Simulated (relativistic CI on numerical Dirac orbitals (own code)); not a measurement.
**Energy levels of Xe⁴²⁺**

Calculated at this level of theory: Dirac-Coulomb-Breit CI, KLI orbitals optimised for each configuration, a model potential for QED, unscaled Slater integrals (own radial code, finite nucleus).

CI space (outside the closed core [Ne]): 3s2, 3s 3p, 3p2, 3s 3d, 3d2, 3p 3d, 3p 4s, 3d 4s, 3s 4s, 3s 4p, 3s 4d, 3s 4f, 3s 5s, 3s 5p, 3s 5d, 3s 5f. Levels of other configurations are missing.

```csv
No.,Configuration,Term,J,E (10³ cm⁻¹),%,Landé g,jj configuration (%)
1,3s2,1S,0,0.0,99,,closed (99)
2,3s 3p,3P°,0,697.3,100,,3s 3p1/2 (100)
3,3s 3p,3P°,1,769.3,81,1.398,3s 3p1/2 (97)
4,3s 3p,3P°,2,1378.2,100,1.494,3s 3p3/2 (100)
5,3s 3p,1P°,1,1594.5,80,1.088,3s 3p3/2 (96)
6,3p2,3P,0,1681.8,73,,3p1/2^2 (98)
7,3p2,1D,2,2283.0,58,1.137,3p1/2 3p3/2 (86)
8,3p2,3P,1,2290.8,100,1.495,3p1/2 3p3/2 (100)
9,3s 3d,3D,1,2548.6,100,0.493,3s 3d3/2 (100)
10,3s 3d,3D,2,2586.1,87,1.157,3s 3d3/2 (82)
11,3s 3d,3D,3,2699.4,100,1.327,3s 3d5/2 (100)
12,3s 3d,1D,2,2773.4,60,1.150,3s 3d5/2 (68)
13,3p2,1D,2,3066.5,40,1.197,3p3/2^2 (78)
14,3p2,1S,0,3127.5,72,,3p3/2^2 (98)
15,3p 3d,3F°,2,3302.7,76,0.749,3p1/2 3d3/2 (100)
16,3p 3d,3D°,1,3486.3,59,0.793,3p1/2 3d3/2 (98)
17,3p 3d,3F°,3,3551.8,65,1.111,3p1/2 3d5/2 (95)
18,3p 3d,3P°,2,3552.2,45,1.259,3p1/2 3d5/2 (99)
19,3p 3d,3D°,2,4047.3,46,1.009,3p3/2 3d3/2 (93)
20,3p 3d,3D°,3,4107.7,43,1.166,3p3/2 3d3/2 (80)
21,3p 3d,3P°,0,4108.4,100,,3p3/2 3d3/2 (100)
22,3p 3d,3P°,1,4112.0,67,1.175,3p3/2 3d3/2 (97)
23,3p 3d,3F°,4,4135.0,100,1.244,3p3/2 3d5/2 (100)
24,3p 3d,3P°,2,4213.0,53,1.291,3p3/2 3d5/2 (93)
25,3p 3d,1F°,3,4337.8,62,1.121,3p3/2 3d5/2 (84)
26,3p 3d,1P°,1,4401.6,74,1.013,3p3/2 3d5/2 (96)
27,3d2,3F,2,5160.8,83,0.722,3d3/2^2 (96)
28,3d2,3F,3,5290.9,100,1.077,3d3/2 3d5/2 (100)
29,3d2,3P,0,5294.2,85,,3d3/2^2 (92)
30,3d2,3F,4,5360.5,60,1.144,3d3/2 3d5/2 (83)
31,3d2,3P,2,5364.9,48,1.191,3d3/2 3d5/2 (96)
32,3d2,3P,1,5387.1,100,1.495,3d3/2 3d5/2 (100)
33,3d2,1G,4,5485.0,60,1.094,3d5/2^2 (83)
34,3d2,3P,2,5528.8,50,1.235,3d5/2^2 (99)
35,3d2,1S,0,5712.0,84,,3d5/2^2 (91)
36,3s 4s,3S,1,11998.8,100,1.995,3s 4s (100)
37,3s 4s,1S,0,12079.9,100,,3s 4s (100)
38,3s 4p,3P°,0,12365.2,99,,3s 4p1/2 (99)
39,3s 4p,3P°,1,12372.0,69,1.337,3s 4p1/2 (99)
40,3s 4p,1P°,1,12629.8,60,1.168,3s 4p3/2 (88)
41,3s 4p,3P°,2,12640.5,100,1.496,3s 4p3/2 (100)
42,3p 4s,3P°,0,12839.2,99,,3p1/2 4s (99)
43,3p 4s,3P°,1,12873.7,65,1.331,3p1/2 4s (89)
44,3s 4d,3D,1,13059.5,100,0.497,3s 4d3/2 (100)
45,3s 4d,3D,2,13065.2,72,1.115,3s 4d3/2 (98)
```

Energies count from the lowest computed level; ° marks odd parity. Filled j subshells are mostly left out of the jj labels.

The mean weight of the leading LS term, summed over parents, in these 45 levels is 77 %, and that of the leading jj configuration (from the same eigenvectors) 94 %, so jj coupling describes them better and the LS labels are nominal.

At this charge energies of transitions that change n are usually good to better than 1 %, and those within a shell (Δn = 0) to a few per cent.

LS names give the leading component of a level, which can be under half, so a name can repeat, a term be missing and a line seem to break the LS rules.
